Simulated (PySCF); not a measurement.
# Reading the logs of faulty runs: BClGeH4Si

Calculated results; nothing here was measured. They come from PySCF 2.14.0, an open-source quantum chemistry program, on an isolated molecule that a program drew, which may never have been made. The molecule is BClGeH4Si (charge 0, singlet), drawn as the SMILES string `[SiH][B](Cl)[GeH3]`.

Each row is a Hartree-Fock (HF) and frozen-core CCSD(T) single point in the cc-pV(D+d)Z basis, meant for a local HF minimum. Run 1 is clean. Each other run has one planted mistake out of seven kinds, and not every kind appears here: one electron removed, one electron added, multiplicity raised by two, geometry at a saddle point, minimal basis STO-3G, one bond length entered in bohr, all coordinates scaled. The reference is restricted for singlets and unrestricted otherwise, and also for a bond in bohr. Adding or removing an electron swaps singlet and doublet. Electrons count all cores. HOMO and LUMO are orbital energies over both spins, the gradient is its largest component, and the lowest frequency (negative if imaginary) is given only where the gradient is small. Bond lengths are over the 7 bonds as drawn. T1 is the CCSD diagnostic: over 0.02 (restricted) or 0.045 (unrestricted) a single reference is doubtful. Germanium has the cc-pVDZ-PP basis, with a core potential (ECP10MDF) in place of its 10 inner electrons, and its 3s, 3p and 3d shells are frozen in CCSD(T).

Geometry of the clean run:
```xyz
8
BClGeH4Si, angstrom
Si   -0.5655    2.3297   -1.8064
B    -0.2472    0.8373   -0.4677
Cl    1.3263   -0.0022   -0.5059
Ge   -1.6092    0.2182    1.0097
H    -1.2069    1.3510   -2.7736
H    -2.9527    0.9532    0.8861
H    -1.0334    0.5079    2.4015
H    -1.8686   -1.2872    0.8840
```

```
run  electrons  basis functions  <S^2>  HOMO (eV)  LUMO (eV)  gradient (hartree/bohr)  lowest frequency (cm^-1)  mean bond (Å)  longest bond (Å)      T1  HF (hartree)  CCSD(T) (hartree)                     mistake
  1         72              103  0.000      -8.81       0.18                  1.2e-05                        64         1.7196             2.103  0.0165   -1068.78444        -1069.26003                    no fault
  2         73              103  0.770      -1.56       6.19                  1.6e-02                         -         1.7196             2.103  0.0223   -1068.80882        -1069.29592          one electron added
  3         72              103  0.000      -8.74       0.30                  2.7e-02                         -         1.6646             2.035  0.0162   -1068.77712        -1069.25210      all coordinates scaled
  4         72              103  2.026      -8.24      -0.24                  2.3e-02                         -         1.7196             2.103  0.0231   -1068.76176        -1069.21832  multiplicity raised by two
  5         72              103  1.204      -8.46      -0.03                  8.9e-03                         -         1.9146             2.898  0.0706   -1068.68844        -1069.14902                           ?
```

**Which mistake was planted in run 5, and what did it cost?**

The mean bond changes by a factor of 1.113 and the longest by 1.378, so the molecule wasn't scaled as a whole. A length L in bohr read as angstrom grows by (1/0.5292 - 1) L = 0.890 L. The 7 bonds together grew by 7 x 0.1950 = 1.365 Å, which gives L = 1.534 Å. That is the length of one of the Ge-H bonds, 1.534 Å in the clean geometry. So the mistake is: one bond length entered in bohr. Subtracting run 1 and multiplying by 627.51 kcal/mol a hartree, the energy moved by 60.2 kcal/mol in HF and 69.7 kcal/mol in CCSD(T).

Cautions from the logs. Run 5: T1 is over the limit, so its CCSD(T) energy is less reliable.
